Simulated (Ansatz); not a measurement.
AsH4OP, SMILES `PO[AsH2]`. The species carries charge 0 and has multiplicity 1.

| atom | x (Å) | y (Å) | z (Å) |
| --- | --- | --- | --- |
| P1 | 1.243 | -0.135 | -0.936 |
| O2 | -0.235 | -0.061 | -0.208 |
| As3 | -0.294 | 0.162 | 1.587 |
| H4 | 1.000 | 0.781 | -2.001 |
| H5 | 1.001 | -1.257 | -1.782 |
| H6 | -1.273 | 1.335 | 1.547 |
| H7 | -1.441 | -0.825 | 1.793 |

(1) List the harmonic frequencies (cm⁻¹, unscaled) at PBE0-D4/def2-TZVP in Ansatz. (Best estimate.)

(2) Is this a minimum?

(3) Give the ideal-gas thermochemistry at 298.15 K and 1 bar (rigid rotor, harmonic oscillator; point group Cs, symmetry number 1).

(4) And at 400, 500, 600, 800 and 1000 K?

Results:

(1) Ansatz gave: 26, 88, 189, 555, 749, 797, 914, 926, 1002, 1011, 1132, 2180, 2192, 2358, 2364.

(2) Yes, all 15 modes are real.

(3) Zero-point energy 98.6 kJ/mol; H(298) − E = 115.8 kJ/mol; entropy 331.2 J/(mol·K), of which translation 169.2, rotation 105.4, vibration 56.6; G(298) − E = 17.0 kJ/mol. Modes under 100 cm⁻¹ are hindered rotations or soft bends, so the harmonic entropy is rough.

(4) 
```csv
T (K),H − E (kJ/mol),S (J/mol/K),G − E (kJ/mol)
400,124.2,355.5,-17.9
500,133.7,376.6,-54.6
600,144.2,395.6,-93.2
800,167.2,428.7,-175.7
1000,192.5,456.9,-264.4
```
